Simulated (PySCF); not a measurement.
3-fluoropenta-1,4-diene (C₅H₇F), SMILES C(C=C)(F)C=C.

Geometry: B3LYP-D3(BJ)/def2-SVP. The values are those of a single conformer.

Two levels are set side by side: PBE/def2-TZVP (PySCF) and HF/def2-TZVP (PySCF). Same geometry, gas phase. Differences are taken from unrounded values.

```json
[
 {"quantity": "orbital gap (eV)", "HF": "13.82"},
 {"quantity": "highest occupied level (eV)", "HF": "-10.34"},
 {"quantity": "lowest empty level (eV)", "HF": "3.48"},
 {"quantity": "dipole moment (D)", "HF": "2.13"},
 {"quantity": "mean polarisability (bohr³)", "HF": "59.0"}
]
```

Q: What does PBE give, and how far is it from HF? (An estimate is asked for; the answer gives what the named calculation found.)

A: 
```csv
quantity,PBE,PBE minus HF
orbital gap (eV),5.24,-8.58
highest occupied level (eV),-6.70,3.64
lowest empty level (eV),-1.46,-4.94
dipole moment (D),1.73,-0.40
mean polarisability (bohr³),61.9,3.0
```

Without exact exchange PBE keeps part of each electron's self-repulsion, which lifts occupied levels and narrows the gap. Loosely held outer electrons make PBE densities more polarisable. Differences between two approximate levels are no errors against the true value.

Rough cost on one machine, each run with all the roots and properties that it gave: HF against PBE about 1/3.
